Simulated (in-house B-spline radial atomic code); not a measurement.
Computed with a B-spline radial atomic code. Model: two electrons, singlet ground state, non-relativistic, full CI in B-splines with partial waves to l = 8 (at full coupling up to 3e-4 hartree above the limit, correlation up to 0.6 % small), density held at that of full coupling by Lieb maximisation.

W(λ) is the mean repulsion in the state of coupling λ less the Hartree energy of the fixed density. Its start is exact exchange, its initial slope is twice the second-order Görling-Levy correlation energy, and its area from 0 to 1 is E_xc. A straight curve means weak, dynamic correlation, and a curve that drops fast and flattens means strong correlation.

Command:
```bash
python run_ac.py task.json out
```
Settings (lengths in bohr, energies in hartree):
```
potential              coulomb
strength               1.35
lmax                   8
wall_radius            4.79
```

Run time, properties included: 4.4 s on 1 thread of Intel(R) Xeon(R) Processor @ 2.30GHz, with other jobs on the host.

**W = mean repulsion less Hartree energy, and W of three functionals.**

Given: confinement point charge; nuclear charge 1.35; hard wall radius 4.79 bohr; external potential -Z/r.

Computed: LDA exchange minus exact 91.235 millihartree; SCAN exchange minus exact -2.6765 millihartree.

```json
{"coupling": "0", "W xc (hartree)": "-0.65731", "W xc minus exchange (millihartree)": "0", "kinetic minus Kohn-Sham (millihartree)": "0", "LDA (PW92) W minus its exchange (millihartree)": "0", "PBE W minus its exchange (millihartree)": "0", "SCAN W minus its exchange (millihartree)": "0"}
{"coupling": "0.02", "W xc (hartree)": "-0.65922", "W xc minus exchange (millihartree)": "-1.917", "kinetic minus Kohn-Sham (millihartree)": "0.02", "LDA (PW92) W minus its exchange (millihartree)": "-10.83", "PBE W minus its exchange (millihartree)": "-1.79", "SCAN W minus its exchange (millihartree)": "-1.82"}
{"coupling": "0.05", "W xc (hartree)": "-0.66205", "W xc minus exchange (millihartree)": "-4.742", "kinetic minus Kohn-Sham (millihartree)": "0.12", "LDA (PW92) W minus its exchange (millihartree)": "-21.74", "PBE W minus its exchange (millihartree)": "-4.5", "SCAN W minus its exchange (millihartree)": "-4.47"}
{"coupling": "0.12", "W xc (hartree)": "-0.66842", "W xc minus exchange (millihartree)": "-11.109", "kinetic minus Kohn-Sham (millihartree)": "0.66", "LDA (PW92) W minus its exchange (millihartree)": "-40.67", "PBE W minus its exchange (millihartree)": "-10.81", "SCAN W minus its exchange (millihartree)": "-10.33"}
{"coupling": "0.25", "W xc (hartree)": "-0.67947", "W xc minus exchange (millihartree)": "-22.158", "kinetic minus Kohn-Sham (millihartree)": "2.69", "LDA (PW92) W minus its exchange (millihartree)": "-66.22", "PBE W minus its exchange (millihartree)": "-22.07", "SCAN W minus its exchange (millihartree)": "-20.34"}
{"coupling": "0.4", "W xc (hartree)": "-0.6911", "W xc minus exchange (millihartree)": "-33.788", "kinetic minus Kohn-Sham (millihartree)": "6.46", "LDA (PW92) W minus its exchange (millihartree)": "-88.54", "PBE W minus its exchange (millihartree)": "-34.15", "SCAN W minus its exchange (millihartree)": "-30.76"}
{"coupling": "0.6", "W xc (hartree)": "-0.70499", "W xc minus exchange (millihartree)": "-47.684", "kinetic minus Kohn-Sham (millihartree)": "13.38", "LDA (PW92) W minus its exchange (millihartree)": "-111.99", "PBE W minus its exchange (millihartree)": "-48.75", "SCAN W minus its exchange (millihartree)": "-43.16"}
{"coupling": "0.8", "W xc (hartree)": "-0.71732", "W xc minus exchange (millihartree)": "-60.011", "kinetic minus Kohn-Sham (millihartree)": "21.98", "LDA (PW92) W minus its exchange (millihartree)": "-131", "PBE W minus its exchange (millihartree)": "-61.81", "SCAN W minus its exchange (millihartree)": "-54.18"}
{"coupling": "1", "W xc (hartree)": "-0.72832", "W xc minus exchange (millihartree)": "-71.01", "kinetic minus Kohn-Sham (millihartree)": "31.86", "LDA (PW92) W minus its exchange (millihartree)": "-147.02", "PBE W minus its exchange (millihartree)": "-73.56", "SCAN W minus its exchange (millihartree)": "-64.07"}
{"coupling": "1.4", "W xc (hartree)": "?", "W xc minus exchange (millihartree)": "?", "kinetic minus Kohn-Sham (millihartree)": "?", "LDA (PW92) W minus its exchange (millihartree)": "?", "PBE W minus its exchange (millihartree)": "?", "SCAN W minus its exchange (millihartree)": "?"}
{"coupling": "2", "W xc (hartree)": "-0.76912", "W xc minus exchange (millihartree)": "-111.81", "kinetic minus Kohn-Sham (millihartree)": "91.41", "LDA (PW92) W minus its exchange (millihartree)": "-202.59", "PBE W minus its exchange (millihartree)": "-118.37", "SCAN W minus its exchange (millihartree)": "-101.78"}
{"coupling": "3", "W xc (hartree)": "-0.79529", "W xc minus exchange (millihartree)": "-137.99", "kinetic minus Kohn-Sham (millihartree)": "155.98", "LDA (PW92) W minus its exchange (millihartree)": "-237.49", "PBE W minus its exchange (millihartree)": "-148.84", "SCAN W minus its exchange (millihartree)": "-127.27"}
{"coupling": "4.5", "W xc (hartree)": "-0.82065", "W xc minus exchange (millihartree)": "-163.35", "kinetic minus Kohn-Sham (millihartree)": "249.57", "LDA (PW92) W minus its exchange (millihartree)": "-272.47", "PBE W minus its exchange (millihartree)": "-180.57", "SCAN W minus its exchange (millihartree)": "-153.18"}
{"coupling": "7", "W xc (hartree)": "?", "W xc minus exchange (millihartree)": "?", "kinetic minus Kohn-Sham (millihartree)": "?", "LDA (PW92) W minus its exchange (millihartree)": "?", "PBE W minus its exchange (millihartree)": "?", "SCAN W minus its exchange (millihartree)": "?"}
{"coupling": "10", "W xc (hartree)": "-0.86297", "W xc minus exchange (millihartree)": "-205.66", "kinetic minus Kohn-Sham (millihartree)": "535.64", "LDA (PW92) W minus its exchange (millihartree)": "-336.93", "PBE W minus its exchange (millihartree)": "-241.01", "SCAN W minus its exchange (millihartree)": "-197.8"}
```

Task: What belongs in the row 1.4?

Result: W xc (hartree): -0.74708; W xc minus exchange (millihartree): -89.768; kinetic minus Kohn-Sham (millihartree): 54.24; LDA (PW92) W minus its exchange (millihartree): -173.07; PBE W minus its exchange (millihartree): -93.87; SCAN W minus its exchange (millihartree): -81.16.

Task: What belongs in the row 7?

Result: W xc (hartree): -0.84554; W xc minus exchange (millihartree): -188.23; kinetic minus Kohn-Sham (millihartree): 389.66; LDA (PW92) W minus its exchange (millihartree): -309.17; PBE W minus its exchange (millihartree): -214.74; SCAN W minus its exchange (millihartree): -179.49.

Task: What is the PBE exchange minus exact?

Result: 8.883 millihartree.

**Energy parts, natural occupations and partial-wave weights.**

Computed: total energy -1.1123 hartree; exchange energy -0.65731 hartree; correlation energy -0.03915 hartree; initial slope twice GL2 -0.096514 hartree; Hartree energy 1.3146 hartree; Kohn-Sham kinetic 1.1892 hartree; Lieb Oxford ratio E_xc over LDA exchange 1.2303.

| natural | occupation of the shell (electrons) |
| --- | --- |
| s | 1.9673 |
| p | 0.016837 |
| s | 0.014546 |
| d | 0.00058146 |
| p | ? |
| s | 0.00014312 |

Task: What belongs in the row p?

Result: occupation of the shell (electrons): 0.00041398.

```tsv
wave	weight
s	0.99098
p	0.0086418
d	0.00032057
f	?
g	9.1617e-06
```

Task: What belongs in the row f?

Result: weight: 4.1177e-05.

Task: What is the kinetic part over minus potential part?

Result: 0.44867.

Task: What is the kinetic part of the DFT correlation energy?

Result: 0.03186 hartree.

Half-way to full coupling W has made 57 % of its drop, against 50 % for a straight line, and second-order (GL2) theory, half the initial slope, overshoots the correlation energy by about 23 %: a moderate bend, as in light atoms. Over couplings 0 to 1 the errors in E_xc come to about +37 millihartree for LDA, +8.0 millihartree for PBE, +1.0 millihartree for SCAN, so SCAN is nearest. In LDA and PBE and SCAN the errors of exchange and correlation have opposite signs, so the sum is smaller than the larger of the two.
